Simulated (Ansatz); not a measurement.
`O[SiH2]CBF`, 11 atoms. Charge 0, multiplicity 1. All runs use 4 threads of an Intel Xeon Platinum 8488C on a shared host. Correlated methods freeze the cores.

Question: Give the basis size and wall time and peak host memory of each of these runs in Ansatz. RHF-MP2/def2-QZVPP energy; RKS PBE0-D4/def2-TZVP frequencies; RKS PBE0-D4/def2-QZVPP energy; RKS ωB97M-V/def2-SVP energy; RKS r2SCAN0-D4/def2-TZVPP energy; RHF-CCSD(T)/def2-SVP energy; RKS ωB97M-V/def2-QZVPP energy; RKS PBE0-D4/def2-SVP energy; RKS PBE-QIDH (frozen core)/def2-TZVPP energy; RKS B97M-V/def2-TZVPP energy; direct RPA on PBE orbitals/def2-TZVPP energy; RKS PBE0-D4/def2-TZVP relaxation (16 steps). (Best estimate.)

Answer: Ansatz gave: Other jobs shared the machine, so times are rough.

```csv
level,job,functions,wall time,peak host memory (GiB)
RKS PBE0-D4/def2-SVP,energy,104,0.8 s,0.44
RKS ωB97M-V/def2-SVP,energy,104,2.1 s,0.44
RKS r2SCAN0-D4/def2-TZVPP,energy,250,2.9 s,0.62
RHF-CCSD(T)/def2-SVP,energy,104,3.3 s,0.49
RKS PBE-QIDH (frozen core)/def2-TZVPP,energy,250,3.7 s,0.67
direct RPA on PBE orbitals/def2-TZVPP,energy,250,3.7 s,0.62
RKS B97M-V/def2-TZVPP,energy,250,4.7 s,0.41
RKS PBE0-D4/def2-QZVPP,energy,478,5.5 s,1.6
RKS ωB97M-V/def2-QZVPP,energy,478,12 s,2
RHF-MP2/def2-QZVPP,energy,478,16 s,3
RKS PBE0-D4/def2-TZVP,relaxation (16 steps),197,36 s,0.5
RKS PBE0-D4/def2-TZVP,frequencies,197,99 s,0.49
```
